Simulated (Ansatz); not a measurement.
**A barrier at the coupled-cluster level**

Start structure (SiNH5BrCl, singlet), relaxed at PBE0-D4/def2-TZVP:

```xyz
9
angstrom
Si -0.3166 0.6909 -0.7169
Br 1.8653 0.5028 -1.1983
H -1.1295 -0.4716 -1.1149
H -0.6048 1.4546 0.5097
Cl -0.9396 2.0801 -2.1628
H 0.5830 -1.7319 0.5660
N 0.2120 -0.8841 0.9798
H -0.5948 -1.1319 1.5425
H 0.9250 -0.5088 1.5949
```

The step: SiH₂BrCl ([Cl][SiH2][Br]) + NH₃ → SiNH₄Cl ([NH2][SiH2][Cl]) + HBr; bonds formed: Si1–N7, Br2–H6; bonds broken: Si1–Br2, H6–N7. Ansatz 0.2.0; basis: def2-TZVPP and def2-QZVPP; cores frozen in the correlated methods. Filled d shells of the heavier atoms are correlated. The def2 sets are not built for correlating such inner shells, so the correlated values are less sure here. Extrapolation: Hartree–Fock as exp(−7.88 √X), correlation as X^−2.97. Energies below are by CCSD(T) at an estimated basis limit (MP2 extrapolated from triple and quadruple zeta, plus CCSD(T) − MP2 in triple zeta).

**Question.** What are the electronic barrier and the energy of the step, from the start structure to the end structure? (To be estimated.)

**Answer.** The calculation gives: Barrier 72.3 kJ/mol; step energy 41.5 kJ/mol (uphill); reverse barrier, their difference, 30.9 kJ/mol. Barrier and step energy count from the start structure, the reverse barrier from the end structure.

The saddle point: One imaginary mode of 118i cm⁻¹.
```json
{"pair": "Si1–N7", "start (Å)": "2.37", "saddle (Å)": "1.87", "end (Å)": "1.73"}
{"pair": "Br2–H6", "start (Å)": "3.12", "saddle (Å)": "2.05", "end (Å)": "1.47"}
{"pair": "Si1–Br2", "start (Å)": "2.24", "saddle (Å)": "2.95", "end (Å)": "4.25"}
{"pair": "H6–N7", "start (Å)": "1.01", "saddle (Å)": "1.07", "end (Å)": "1.83"}
```

Zero-point energy (harmonic, PBE0-D4): ZPE is 153.2 kJ/mol at the start and 151.5 kJ/mol at the saddle, so the barrier goes from 72.3 to 70.6 kJ/mol.

T1 diagnostic: at most 0.009.

The step is the kind of exchange with an N–H group that builds nitride films in atomic layer and chemical vapour deposition.

Labels in which every atom is bracketed show which atoms are joined, not bond orders.

For scale, one of the runs: CCSD(T)/def2-TZVPP, 233 basis functions, launched by `ansatz run in.yaml --threads 8 --pin off --events-out ev --progress --plain --max-ram 19148MiB`. The run took 19 s on 8 CPU threads of an Intel Xeon 6975P-C (shared host), with 4.4 GiB of host memory at its peak.
